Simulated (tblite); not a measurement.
C3H9OPSi.
Structure used (GFN2-xTB), in Å, numbered top down from 1:
```
atom  x, y, z in Å
O1    -0.6746    2.4834    0.0264
P2    -0.7837    1.1581   -0.5813
C3    -1.5659   -0.2814    0.2586
C4    -0.4566   -1.1849   -0.3133
C5     0.5736   -0.0770   -0.6264
Si6    1.7974    0.2783    0.7846
H7    -1.3408    1.1733   -1.8646
H8    -1.4810   -0.1618    1.3398
H9    -2.5871   -0.5641    0.0124
H10   -0.7954   -1.6747   -1.2266
H11   -0.1012   -1.9517    0.3748
H12    1.0934   -0.1973   -1.5761
H13    1.0850    0.4852    2.0449
H14    2.6347   -0.9210    0.9035
H15    2.5978    1.4435    0.4213
```

All values are computed: GFN2-xTB (tblite) harmonic vibrations without scaling, gas phase. The method is semi-empirical: single wavenumbers can be off by several per cent or more. Modes of hydrogen on phosphorus and silicon can be 10 to 20 % off. One conformer, not necessarily the lowest.

Harmonic wavenumbers (cm⁻¹): 103.2, 114.9, 129.2, 242.5, 293.9, 339.7, 489.8, 528.8, 572.4, 628.2, 703.0, 751.2, 754.7, 773.9, 785.9, 814.8, 849.2, 915.4, 958.9, 1001.5, 1028.6, 1040.2, 1059.3, 1149.9, 1191.9, 1208.0, 1268.0, 1295.0, 1429.6, 1491.2, 2233.4, 2241.4, 2280.4, 2306.9, 2966.5, 2970.2, 2983.3, 2994.2, 3005.3.

A = 3155, B = 2109, C = 1499 MHz; mass 120.016 u (most abundant isotopes); point group C1, symmetry number 1.

Task: What is the zero-point energy?

Result: Half the sum of the wavenumbers: 23947 cm⁻¹ = 286.47 kJ/mol.

Task: Give the ideal-gas entropy at 350 K and 1 bar in the rigid-rotor, harmonic-oscillator model (classical rotation).

Result: Translation 171.90, rotation 118.60, vibration 95.10: S = 385.6 J/(mol K).

Task: And Cp and H(350 K) − H(0)?

Result: Cp = 151.50 J/(mol K), of which vibrations give 118.24 (their classical limit is 39 R = 324.3); H(350 K) − H(0) = 30.65 kJ/mol without the zero-point energy, 19.01 from vibrations.

Task: Blend soft modes into free rotors: weight 1/[1 + (100 cm⁻¹/ν̃)⁴] for the oscillator and the rest for a rotor with moment μB/(μ + B), μ = h/(8π²ν), B = 10⁻⁴⁴ kg m². What vibrational entropy results?

Result: 92.22 J/(mol K) in place of 95.10, which changes −T·S at 350 K by +1.01 kJ/mol.

Task: Which modes carry the vibrational entropy at 350 K?

Result: 103.2 cm⁻¹: 15.51; 114.9 cm⁻¹: 14.63; 129.2 cm⁻¹: 13.67; 242.5 cm⁻¹: 8.68; 293.9 cm⁻¹: 7.23; 339.7 cm⁻¹: 6.18 J/(mol K); the other 33 give 29.21 together.

Hindered rotation and anharmonicity are outside this model. Other conformers, if any are populated, would add a mixing term that is left out. The structure is chiral; the term R ln 2 for an equal mix with its mirror image is left out.
